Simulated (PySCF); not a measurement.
Job for PySCF: D3(BJ) and D4 dispersion corrections on CH3ClSi (SMILES C[Si]Cl), a point of a torsion scan.

```python
from pyscf import gto
from pyscf.dispersion import dftd3, dftd4

mol = gto.M(
    atom='''
    C    -0.60712083    0.00583017    0.01111295
    Si    0.98173322    1.07106136   -0.13341649
    Cl    2.22217698    0.00943344    1.16952492
    H    -0.79030982   -0.32166676    1.03479756
    H    -1.48722041    0.54532147   -0.33257271
    H    -0.51804495   -0.89024510   -0.60375366
    ''',
    basis='def2-svp',
    charge=0, spin=0, verbose=0, max_memory=1800)
d3, d4 = {}, {}
for xc in ['hf', 'pbe', 'blyp', 'revpbe', 'tpss', 'r2scan', 'b3lyp', 'pbe0', 'bhlyp', 'camb3lyp', 'b2plyp']:
    d3[xc] = float(dftd3.DFTD3Dispersion(mol, xc=xc, version='d3bj', atm=False).get_dispersion()['energy'])
    print(f'D3(BJ) {xc:10s} {d3[xc]:14.8f} Eh')
for xc in ['hf', 'pbe', 'blyp', 'revpbe', 'tpss', 'r2scan', 'b3lyp', 'pbe0', 'bhlyp', 'camb3lyp', 'b2plyp']:
    d4[xc] = float(dftd4.DFTD4Dispersion(mol, xc={'camb3lyp': 'cam-b3lyp'}.get(xc, xc), atm=True).get_dispersion()['energy'])
    print(f'D4     {xc:10s} {d4[xc]:14.8f} Eh')
```

It printed:

```
D3(BJ) hf            -0.04091161 Eh
D3(BJ) pbe           -0.00465072 Eh
D3(BJ) blyp          -0.01057368 Eh
D3(BJ) revpbe        -0.01158454 Eh
D3(BJ) tpss          -0.00600831 Eh
D3(BJ) r2scan        -0.00122279 Eh
D3(BJ) b3lyp         -0.00874153 Eh
D3(BJ) pbe0          -0.00413643 Eh
D3(BJ) bhlyp         -0.00733311 Eh
D3(BJ) camb3lyp      -0.00395795 Eh
D3(BJ) b2plyp        -0.00430322 Eh
D4     hf            -0.01613350 Eh
D4     pbe           -0.00449214 Eh
D4     blyp          -0.01000241 Eh
D4     revpbe        -0.01331815 Eh
D4     tpss          -0.00606562 Eh
D4     r2scan        -0.00099175 Eh
D4     b3lyp         -0.00738264 Eh
D4     pbe0          -0.00376075 Eh
D4     bhlyp         -0.00596986 Eh
D4     camb3lyp      -0.00383861 Eh
D4     b2plyp        -0.00309700 Eh
```

The run finished.

Cost: roughly 0.020 core-seconds.
